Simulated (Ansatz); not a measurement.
The cluster Nb2O. Charge 0, multiplicity 3. Geometry r2SCAN-D4/def2-TZVP; atoms count from 1.

```xyz
3

Nb   -0.1182    1.0625    0.6122
Nb   -0.4208   -0.3099   -1.1156
O     0.5391   -0.7527    0.5034
```

In the def2 sets Nb takes a core potential; there is no spin–orbit coupling. At PBE0-D4/def2-TZVP a broken-symmetry singlet of charge 0 lies 0.66 eV below the triplet, each at its own geometry. The structure comes from a short search, and lower isomers may exist.

(1) Estimate the Mulliken populations from the PBE0/def2-TZVP orbitals of Ansatz.

(2) Where does the spin sit?

(3) And the Mayer bond orders between heavy atoms (over 0.3)?

Answers

(1) 
| atom | charge (e) | spin (α − β) | d electrons |
| --- | --- | --- | --- |
| Nb1 | 0.34 | 1.03 | 3.51 |
| Nb2 | 0.34 | 1.03 | 3.51 |
| O3 | -0.68 | -0.05 | – |
Mulliken values depend strongly on the basis.

(2) Summed by element: Nb 2.05, O -0.05, of 2 unpaired in all. Largest on single atoms: Nb1 1.03, Nb2 1.03, O3 -0.05.

(3) Nb1–Nb2 3.14 (2.23 Å); Nb1–O3 1.05 (1.93 Å); Nb2–O3 1.05 (1.93 Å).
